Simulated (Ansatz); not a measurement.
Ga12N12. Total charge 0; singlet. Geometry PBE-D4/def2-SVP.

```xyz
24

Ga   -1.9140   -1.9978    0.9340
Ga    1.0184   -2.1411    1.5565
Ga   -0.0615   -3.0210   -0.8563
Ga    0.3623    1.6047    2.3105
Ga   -2.3961    0.7553    1.4882
Ga   -1.1024    2.9211    0.3397
Ga    2.3048    0.1978    1.0230
Ga    2.1710   -1.3872   -1.1861
Ga    1.5148    2.3586   -0.4322
Ga   -0.2962   -0.0254   -0.1315
Ga   -0.8607    1.7596   -2.1655
Ga   -0.3784   -0.9935   -2.7197
N    -0.3802   -3.3036    1.0170
N    -2.8564   -0.9153    2.0614
N    -1.3719    2.3580    2.1566
N     2.6987   -1.7037    0.6658
N     2.0307    2.1096    1.4333
N     0.4704   -0.2792    1.7965
N    -1.3039   -1.5299   -0.9685
N    -1.7933    1.2640   -0.4062
N     1.5951    0.4565   -0.8798
N     1.0193   -2.3883   -2.3131
N     0.0275    3.2734   -1.1735
N    -0.4980    0.6273   -3.5503
```

Single mean-field runs in def2-SVP, def2-TZVP are fitted with def2-universal-jkfit. Another isomer (singlet) lies 7.08 eV lower at PBE0-D4/def2-TZVP; other spin states weren't run for this one.

Problem. Estimate the orbital energies around the gap (eV) in Ansatz with PBE-D4/def2-SVP, r2SCAN-D4/def2-TZVP, PBE0-D4/def2-SVP, PBE0-D4/def2-TZVP, r2SCAN0-D4/def2-TZVP.

Solution. 
```csv
orbital,PBE-D4/def2-SVP,r2SCAN-D4/def2-TZVP,PBE0-D4/def2-SVP,PBE0-D4/def2-TZVP,r2SCAN0-D4/def2-TZVP
HOMO−9,-6.69,-6.94,-7.91,-7.88,-8.06
HOMO−8,-6.42,-6.64,-7.59,-7.53,-7.73
HOMO−7,-6.36,-6.57,-7.52,-7.47,-7.66
HOMO−6,-6.12,-6.33,-7.28,-7.23,-7.42
HOMO−5,-5.78,-5.97,-6.88,-6.85,-7.03
HOMO−4,-5.77,-5.93,-6.78,-6.77,-6.93
HOMO−3,-5.72,-5.93,-6.77,-6.72,-6.89
HOMO−2,-5.65,-5.83,-6.69,-6.68,-6.83
HOMO−1,-5.20,-5.38,-6.16,-6.18,-6.32
HOMO,-5.07,-5.23,-6.00,-6.00,-6.15
LUMO,-4.60,-4.55,-3.89,-3.92,-3.87
LUMO+1,-3.82,-3.73,-3.11,-3.11,-3.05
LUMO+2,-2.89,-2.72,-2.07,-2.05,-1.95
LUMO+3,-2.87,-2.71,-2.03,-2.02,-1.93
LUMO+4,-2.85,-2.68,-1.99,-2.02,-1.92
LUMO+5,-2.75,-2.57,-1.91,-1.90,-1.79
```
